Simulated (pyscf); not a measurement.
H₃C–CH(O⁻)–OH, singlet

Gas-phase minimum from PySCF at ωB97X-D3(BJ)/def2-SVPD, one conformer. 

SMILES: C(O)(C)[O-]
```xyz
9

C     -1.2942    -0.5472    -1.9882
C     -0.6366    -0.4182    -0.5950
O     -1.4421    -0.0436     0.3711
O     -0.0466    -1.7697    -0.3126
H     -2.1627    -1.2198    -1.9032
H     -1.6429     0.4462    -2.3165
H     -0.5900    -0.9513    -2.7369
H      0.2825     0.2313    -0.7219
H     -0.4478    -1.9214     0.5515
```
Charge -1, spin multiplicity 1.

Bond lengths (Å): C1–C2 1.546, C1–H5 1.102, C1–H6 1.103, C1–H7 1.104, C2–O3 1.312, C2–O4 1.501, C2–H8 1.133, O4–H9 0.965. Angles (°): C2–C1–H5 108.5, C2–C1–H6 109.1, C2–C1–H7 111.7, H5–C1–H6 108.9, H5–C1–H7 109.4, H6–C1–H7 109.2, C1–C2–O3 115.2, C1–C2–O4 105.2, C1–C2–H8 107.0, O3–C2–O4 111.1, O3–C2–H8 114.6, O4–C2–H8 102.6, C2–O4–H9 98.4.

Properties at ωB97X-D3(BJ)/def2-SVPD:

| Item | Value |
|---|---|
| Harmonic wavenumbers, unscaled | 240, 289, 383, 464, 553, 755, 885, 1028, 1097, 1151, 1303, 1318, 1333, 1435, 1451, 1463, 2700, 3018, 3105, 3126, 3856 cm⁻¹ |
| Zero-point energy | 44.2 kcal/mol |
| Rotational symmetry number | 1 |
| Entropy of this conformer at 298 K and 1 atm, rigid rotor and harmonic oscillator, modes under 100 cm⁻¹ raised to 100 | 287.3 J/(mol K) |
| Dipole moment | depends on origin |

Single-point totals, which compare only within one level (frozen core for MP2 and CC):

| level | total energy (hartree) |
|---|---|
| ωB97X-D3(BJ)/def2-TZVPD | -229.84350 |
| PBE/def2-TZVPD | -229.51784 |
| r²SCAN/def2-TZVPD | -229.65447 |
| B3LYP-D3(BJ)/def2-TZVPD | -229.79348 |
| PBE0-D3(BJ)/def2-TZVPD | -229.52228 |
| M06-2X/def2-TZVPD | -229.67667 |
| ωB97M-D3(BJ)/def2-TZVPD | -229.83050 |
| HF/def2-TZVPPD | -228.44167 |
| MP2/def2-TZVPPD | -229.30079 |
| CCSD/def2-TZVPPD | -229.31721 |
| CCSD(T)/def2-TZVPPD | -229.35391 |

The CCSD(T) − MP2 part came from Ansatz, without density fitting, on the same reference.
